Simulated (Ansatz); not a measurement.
Compare A (`CC[Si]CC`) with its isomer B (`C=C([SiH3])CC`).

Computed with Ansatz on PBE0-D4/def2-TZVP structures; ΔE is electronic, products minus reactants. CCSD(T)/CBS is the MP2 limit (def2-TZVPP, def2-QZVPP) plus CCSD(T) − MP2 in def2-TZVPP, frozen cores. DFT in def2-TZVPP. B3LYP here is the variant with VWN-RPA as its local correlation; programs differ in this. Each species was taken in one conformer, which may not be the lowest.

Problem. Which isomer does CCSD(T)/CBS put lower? Give the gap. (Estimate.)

Solution. Computed: B, by 17.9 kcal/mol.

Problem. Give E(B) − E(A) in kcal/mol with CCSD(T)/def2-SVP, PBE0-D4, B2PLYP, B3LYP-D4, ωB97M-V, MP2/def2-TZVPP, CCSD/def2-TZVPP. (Estimate.)

Solution. The calculation gave: CCSD(T)/def2-SVP -19.3, PBE0-D4 -16.0, B2PLYP -19.1, B3LYP-D4 -18.3, ωB97M-V -15.7, MP2/def2-TZVPP -19.0, CCSD/def2-TZVPP -17.6. None reverses the order clearly.

Problem. Does the order hold for the free energy at 298.15 K (harmonic terms from PBE0-D4)? (An estimate is asked.)

Solution. Computed: Yes: G(B) − G(A) = -21.0 kcal/mol, for one conformer each. Modes under 60 cm⁻¹, often nearly free rotors, make the harmonic entropy too high.

Largest T1 diagnostic: 0.011.

Leaving LDA and LC-ωPBE aside and taking each functional with its dispersion term where it has one, the values, not all of them listed here, spread over 3.7 kcal/mol, from BHLYP-D4 to PBE-D4. LDA lies +1.2 kcal/mol from PBE without D4. In def2-TZVPP, CCSD(T) changes the Hartree–Fock value by +5.7 kcal/mol (the triples alone add −0.3 kcal/mol) and MP2 by +4.5 kcal/mol.
